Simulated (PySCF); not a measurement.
Calculated properties of `C[S@@](=O)CCC(F)(F)F`

C₄H₇F₃OS.
Z-matrix (Å and degrees, PBE0-D3(BJ)/def2-SVP geometry), rows numbered from 1:
```
C 
S   1  1.8120
O   2  1.5022  1  106.62
C   2  1.8322  1   96.38  3   108.33
C   4  1.5136  2  108.09  1  -163.48
C   5  1.5054  4  112.49  2   174.99
F   6  1.3385  5  111.68  4   -59.03
F   6  1.3330  5  111.21  4  -179.30
F   6  1.3401  5  111.55  4    60.74
H   1  1.0981  2  106.22  3    68.34
H   1  1.0993  2  108.50  3   -49.73
H   1  1.0996  2  110.33  3  -172.27
H   4  1.1013  2  108.38  1    74.32
H   4  1.1011  2  107.74  1   -44.05
H   5  1.1009  4  111.58  2   -64.21
H   5  1.1008  4  109.11  2    54.59
```

Some functional groups and rings: sulfoxide, CF3 group and C–F bond.

PBE0-D3(BJ)/def2-SVP geometry optimisation, gas phase (PySCF):

```
Point group                  : C1
Rotational constants A, B, C : 3.018, 0.617, 0.584 GHz
```

From PBE0/def2-SVPD ground state and vertical TDDFT (core frozen in the response) (PySCF):

```
Dipole moment                                                     : 3.82 D
HOMO energy                                                       : -7.08 eV
LUMO energy                                                       : 0.20 eV
HOMO–LUMO gap                                                     : 7.28 eV
Lowest singlet excitation                                         : 5.96 eV (208 nm, f = 0.009)
Strongest line among the 6 lowest singlet transitions             : S4 at 6.85 eV (181 nm, f = 0.089)
Static isotropic polarisability                                   : 77.7 au
Electronic spatial extent ⟨r²⟩ about the centre of nuclear charge : 1845 bohr²
```

Monoisotopic mass from the formula: 160.0170 u.

A dipole of 3.82 D is allowed in C1, and pure rotational transitions are dipole-allowed. The 6 singlets span 5.96 to 7.06 eV, and their oscillator strengths add up to 0.18. S1 lies 1.32 eV below the HOMO–LUMO gap. The polarisability is 11.52 Å³ as a volume (1 au = 0.148185 Å³), or 0.95 au for each of the 82 electrons.

One conformer stands for the species.
